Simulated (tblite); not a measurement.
Species: C₆H₁₆NPSi.
Numbering: `[H]/[N:6]=[CH:5]\[CH2:4][C:2]([CH3:1])([CH3:3])[CH2:7][SiH2:8][PH2:9]` (hydrogens: H10, H11, H12 on C1; H13, H14, H15 on C3; H16, H17 on C4; H18 on C5; H19 on N6; H20, H21 on C7; H22, H23 on Si8; H24, H25 on P9)

Geometry (GFN2-xTB, Å), atoms numbered from 1 in this order:
```xyz
25
C6H16NPSi angstrom
C     -1.0855   -1.4306    0.5740
C     -0.5961   -0.3666   -0.4088
C     -1.5682   -0.2965   -1.5931
C     -0.5167    0.9972    0.3048
C     -1.8433    1.5083    0.7797
N     -2.2168    1.7082    1.9593
C      0.7915   -0.7418   -0.9520
Si     2.2774   -0.6911    0.2475
P      2.9969    1.4294    0.3926
H     -2.0680   -1.1666    0.9607
H     -0.4022   -1.5304    1.4133
H     -1.1600   -2.3970    0.0799
H     -2.5944   -0.1851   -1.2523
H     -1.5074   -1.2119   -2.1788
H     -1.3257    0.5407   -2.2451
H      0.1580    0.9129    1.1631
H     -0.0936    1.7321   -0.3873
H     -2.5703    1.7482    0.0085
H     -1.5205    1.4867    2.6726
H      1.0197   -0.0774   -1.7909
H      0.7270   -1.7481   -1.3701
H      3.3078   -1.6009   -0.2746
H      1.9611   -1.1260    1.6132
H      4.1393    1.1151    1.1040
H      3.6790    1.4151   -0.8110
```

Method: GFN2-xTB as coded in tblite; computed harmonic values from a numerical Hessian at the method's own geometry, unscaled. This tight-binding method is rough: wavenumbers can miss measured ones by several per cent, in bad cases by 10 to 20. Modes of hydrogen on phosphorus and silicon can be 10 to 20 % off. One conformer, not necessarily the lowest.

Harmonic wavenumbers (cm⁻¹): 35.8, 41.9, 62.4, 81.9, 82.0, 134.3, 160.8, 208.9, 240.2, 273.9, 312.0, 326.9, 379.9, 396.6, 408.0, 470.1, 479.1, 491.4, 579.6, 634.1, 688.9, 697.8, 718.2, 758.7, 791.6, 800.5, 831.3, 914.6, 961.0, 970.6, 997.5, 1017.1, 1036.0, 1090.0, 1097.5, 1125.4, 1149.1, 1192.5, 1202.8, 1237.7, 1291.4, 1299.5, 1313.4, 1349.7, 1409.8, 1423.8, 1458.3, 1471.2, 1494.9, 1500.7, 1508.8, 1512.7, 1744.1, 2189.4, 2211.2, 2306.3, 2391.5, 2939.1, 2943.3, 2949.0, 2974.8, 3005.2, 3022.4, 3026.8, 3029.6, 3032.7, 3042.8, 3046.6, 3295.5.

A = 1434, B = 696.4, C = 562.9 MHz; mass 161.079 u (most abundant isotopes); point group C1, symmetry number 1.

Question: What is the zero-point energy?

Answer: Half the sum of the wavenumbers: 44632 cm⁻¹ = 127.61 kcal/mol.

Question: What is S at 200 K and 1 bar for an ideal gas of classical rigid rotors and harmonic oscillators?

Answer: Translation 39.18, rotation 29.54, vibration 30.68: S = 99.4 cal/(mol K).

Question: And Cp and H(200 K) − H(0)?

Answer: Cp = 37.88 cal/(mol K), of which vibrations give 29.93 (their classical limit is 69 R = 137.1); H(200 K) − H(0) = 4.76 kcal/mol without the zero-point energy, 3.17 from vibrations.

Question: Blend soft modes into free rotors: weight 1/[1 + (100 cm⁻¹/ν̃)⁴] for the oscillator and the rest for a rotor with moment μB/(μ + B), μ = h/(8π²ν), B = 10⁻⁴⁴ kg m². What vibrational entropy results?

Answer: 27.42 cal/(mol K) in place of 30.68, which changes −T·S at 200 K by +0.65 kcal/mol.

Question: Which modes carry the vibrational entropy at 200 K?

Answer: 35.8 cm⁻¹: 4.69; 41.9 cm⁻¹: 4.38; 62.4 cm⁻¹: 3.60; 81.9 cm⁻¹: 3.07; 82.0 cm⁻¹: 3.06; 134.3 cm⁻¹: 2.13 cal/(mol K); the other 63 give 9.76 together.

Hindered rotation and anharmonicity are outside this model. Other conformers, if any are populated, would add a mixing term that is left out. The structure is chiral; the term R ln 2 for an equal mix with its mirror image is left out.

The run took 1.5 s wall on an Arm Neoverse V1 with one thread, on a shared host. The figure is for the frequency step alone.
